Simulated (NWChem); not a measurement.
Isomers of CH7FSi2, each optimised at PBE0/def2-SVP with NWChem, gas phase unless a solvent is named. Flexible species stand in one conformer each, which need not be the lowest.  Relative energies count from the lowest isomer at each level and are electronic, without zero-point energy, on those geometries.

A: [SiH2](CF)[SiH3]
B: F[SiH2]C[SiH3]
C: C[Si@@H](F)[SiH3]
D: FC([SiH3])[SiH3]

| quantity | A | B | C | D |
|---|---|---|---|---|
| relative energy, PBE0/def2-SVP (kcal/mol) | 51.4 | 0.3 | 0.0 | (withheld) |
| relative energy, PBE/def2-SVP (kcal/mol) | 50.1 | 1.5 | 0.0 | (withheld) |
| dipole (D), PBE0/def2-SVP | 1.48 | 1.98 | 1.73 | (withheld) |
| orbital gap (eV), PBE0/def2-SVP | 8.49 | 9.52 | 8.12 | (withheld) |

Task: Some entries are withheld; supply them.

Result: 
- relative energy, PBE0/def2-SVP (kcal/mol), D: 57.3
- relative energy, PBE/def2-SVP (kcal/mol), D: 56.0
- dipole (D), PBE0/def2-SVP, D: 1.37
- orbital gap (eV), PBE0/def2-SVP, D: 8.77
